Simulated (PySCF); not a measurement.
Be(Br)(Me) (CH3BeBr), SMILES [CH3][Be][Br]. Coordinates come from a ωB97X-D3(BJ)/def2-TZVP optimisation.

Computed equilibrium geometry at ωB97X-D3(BJ)/def2-TZVP (PySCF confirms it by a frequency run) as bond lengths and angles, and its point group:
point group C3v.
Atoms: Be1 Br2 C3 H4 H5 H6. Bond lengths (Å): Be1–Br2 1.967, Be1–C3 1.678, C3–H4 1.095, C3–H5 1.095, C3–H6 1.095. Bond angles (°): Br2–Be1–C3 180.0, Be1–C3–H4 111.6, Be1–C3–H5 111.6, Be1–C3–H6 111.6, H4–C3–H5 107.2, H4–C3–H6 107.2, H5–C3–H6 107.2.
